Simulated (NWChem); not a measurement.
A series in which one site is exchanged, each optimised at PBE0/def2-SVP with NWChem, gas phase unless a solvent is named. For some, no frequency run checked for a minimum. def2 effective core potentials on In; no spin-orbit coupling.

A: [Cl][InH][Br] (InHBrCl; site = Cl)
B: [InH2][Br] (InH$_{2}$Br; site = H)
C: [F][InH][Br] (InHBrF; site = F)
D: [Br][InH][Br] (InHBr2; site = Br)

```csv
quantity,A,B,C,D
"dipole (D), PBE0/def2-SVP",2.41,[?],2.79,2.21
"orbital gap (eV), PBE0/def2-SVP",6.41,[?],6.60,6.26
"lowest singlet excitation, PBE0/def2-SVPD, TDA (eV)",5.13,[?],5.22,4.99
```

### Question
Fill in the missing entries.

### Answer

- dipole (D), PBE0/def2-SVP, B: 2.69
- orbital gap (eV), PBE0/def2-SVP, B: 5.71
- lowest singlet excitation, PBE0/def2-SVPD, TDA (eV), B: 4.51
